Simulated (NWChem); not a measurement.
All runs are NWChem calculations. System: F₃S, charge 0, spin multiplicity 2, at a geometry optimised with UPBE/def2-SVP. The structure started from a generated list of species. Its SCF solution wasn't tested for a lower state. Level: UM06-2X/def2-TZVP.

The NWChem input:

```
start mol
memory heap 200 mb stack 900 mb global 1100 mb
geometry units angstroms nocenter noautoz
  F     -0.311790    -0.091225     1.696489
  S     -0.361159     0.078667     0.000000
  F     -0.311790    -0.091225    -1.696489
  F      1.265640     0.042597     0.000000
  symmetry group Cs
end
basis spherical
  * library def2-tzvp
end
dft
  xc m06-2x
  odft
  mult 2
  semidirect memsize 60000000 filesize 0
  iterations 100
  grid fine
end
task dft energy
```

Output (cleaned and shortened):

```
             Northwest Computational Chemistry Package (NWChem) 7.3.0
             --------------------------------------------------------

                                NWChem Input Module
                                -------------------

 Scaling coordinates for geometry "geometry" by  1.889725989
 (inverse scale =  0.529177249)

 Turning off AUTOSYM since
 SYMMETRY directive was detected!

                             Geometry "geometry" -> ""
                             -------------------------

 Output coordinates in angstroms (scale by  1.889725989 to convert to a.u.)

  No.       Tag          Charge          X              Y              Z
 ---- ---------------- ---------- -------------- -------------- --------------
    1 F                    9.0000    -0.31179000    -0.09122500     1.69648900
    2 S                   16.0000    -0.36115900     0.07866700     0.00000000
    3 F                    9.0000    -0.31179000    -0.09122500    -1.69648900
    4 F                    9.0000     1.26564000     0.04259700     0.00000000

 Effective nuclear repulsion energy (a.u.)     185.7574330434

            Nuclear Dipole moment (a.u.)
            ----------------------------
        X                 Y               Z
 ---------------- ---------------- ----------------
    -0.0000075589    -0.0000094486     0.0000000000

      Symmetry information
      --------------------

 Group name             Cs
 Group number              2
 Group order               2
 No. of unique centers     3

      Symmetry unique atoms

     1    2    4


 Summary of "ao basis" -> "" (spherical)
 ------------------------------------------------------------------------------
       Tag                 Description            Shells   Functions and Types
 ---------------- ------------------------------  ------  ---------------------
 *                         def2-tzvp                  on all atoms

                                 NWChem DFT Module
                                 -----------------

 Summary of "ao basis" -> "ao basis" (spherical)
 ------------------------------------------------------------------------------
[...]
   alpha     31     32     33     34     35     36     37     38     39     40
    beta     31     32     33     34     35     37     36     38     39     40
 overlap   0.999  0.992  0.999  1.000  0.999  0.999  0.998  0.996  0.998  0.997

   alpha     41     42     43     44     45     46     47     48     49     50
    beta     42     41     43     44     45     46     47     48     51     49
 overlap   0.997  1.000  0.955  0.957  1.000  0.984  0.986  0.993  0.885  0.898

   alpha     51     52     53     54     55     56     57     58     59     60
    beta     50     52     53     54     57     55     56     58     59     60
 overlap   0.995  0.995  0.989  1.000  0.728  0.735  0.999  0.999  1.000  0.989

   alpha     61     62     63     64     65     66     67     68     69     70
    beta     61     62     63     64     65     66     67     68     69     70
 overlap   0.989  0.999  0.999  0.996  0.996  0.999  0.999  1.000  0.999  0.992

   alpha     71     72     73     74     75     76     77     78     79     80
    beta     71     73     72     74     75     76     77     78     79     80
 overlap   0.991  0.996  1.000  0.998  1.000  1.000  1.000  1.000  0.989  0.989

   alpha     81     82     83     84     85     86     87     88     89     90
    beta     81     82     83     84     85     86     87     88     89     90
 overlap   1.000  1.000  1.000  1.000  1.000  1.000  1.000  0.999  1.000  0.999

   alpha     91     92     93     94     95     96     97     98     99    100
    beta     91     92     93     94     95     96     97     98     99    100
 overlap   0.999  1.000  0.999  0.998  0.996  0.987  0.984  0.972  0.975  0.969

   alpha    101    102    103    104    105    106    107    108    109    110
    beta    101    102    103    104    105    106    107    108    109    110
 overlap   0.981  0.956  0.999  0.999  1.000  1.000  1.000  1.000  1.000  0.999

   alpha    111    112    113    114    115    116    117    118    119    120
    beta    111    112    113    114    115    116    117    118    119    120
 overlap   1.000  0.997  0.997  0.999  0.999  1.000  0.998  0.995  0.996  1.000

   alpha    121    122    123    124    125    126    127    128    129    130
    beta    121    123    122    124    125    126    127    128    129    130
 overlap   1.000  0.789  0.790  0.999  1.000  0.999  1.000  1.000  1.000  1.000

     --------------------------
     Expectation value of S2:
     --------------------------
      <S2> =      0.7546 (Exact =     0.7500)

 center of mass
 --------------
 x =   0.01383006 y =  -0.00301270 z =   0.00000000

 moments of inertia (a.u.)
 ------------------
         392.481224272819          -4.276939969946           0.000000000000
          -4.276939969946         527.265657179547           0.000000000000
           0.000000000000           0.000000000000         138.700569208963

     Multipole analysis of the density
     ---------------------------------

     L   x y z        total         alpha         beta         nuclear
     -   - - -        -----         -----         ----         -------
     0   0 0 0     -0.000000    -22.000000    -21.000000     43.000000

     1   1 0 0     -0.355451      0.106217     -0.461661     -0.000008
     1   0 1 0      0.120915      0.102958      0.017966     -0.000009
     1   0 0 1      0.000000      0.000000     -0.000000      0.000000

     2   2 0 0    -19.788298    -43.152953    -41.819441     65.184096
     2   1 1 0     -0.039902     -1.111385     -0.866199      1.937682
     2   1 0 1      0.000000      0.000000      0.000000      0.000000
     2   0 2 0    -19.154882    -11.027853     -9.073870      0.946841
     2   0 1 1     -0.000000     -0.000000      0.000000      0.000000
     2   0 0 2    -24.948697   -106.233988   -103.714941    185.000232

 Task  times  cpu:       12.1s     wall:       12.1s

 Total times  cpu:       12.1s     wall:       12.1s
```
